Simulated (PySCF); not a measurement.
Computed shifts of a molecule CH7FOSi3, PBE/pcSseg-1 in PySCF, GIAO, gas phase, atoms alike by connectivity averaged where their shifts nearly agree, in ppm (number of nuclei): ²⁹Si: 56.2 (1), -42.7 (2). ¹⁹F: -198.7 (1). ¹³C: -14.9 (1). ¹H: 5.18 (2), 4.81 (2), 2.48 (1), 0.67 (1), 0.08 (1). References: ¹⁷O against H2O (σ = 334.3 ppm); ²⁹Si against TMS (σ = 335.4 ppm); ¹⁹F against CFCl3 (σ = 133.6 ppm); ¹³C against TMS (σ = 182.0 ppm); ¹H against TMS (σ = 31.49 ppm), references at their B3LYP-D3(BJ)/def2-TZVP geometries, non-relativistic. Coordinates come from a ωB97X-D3(BJ)/def2-SVP optimisation. A frequency run showed that this geometry is not a minimum. Other conformers were not sampled.

Q: Which structure fits?
A. C[Si@@H]1O[Si@H](F)[SiH2]1
B. F[C@H]1[SiH2]O[Si@H]1[SiH3]
C. O[Si]1(F)[SiH2]C[SiH2]1
D. F[Si@H]1[SiH2]O[C@@H]1[SiH3]

A: C, O[Si]1(F)[SiH2]C[SiH2]1
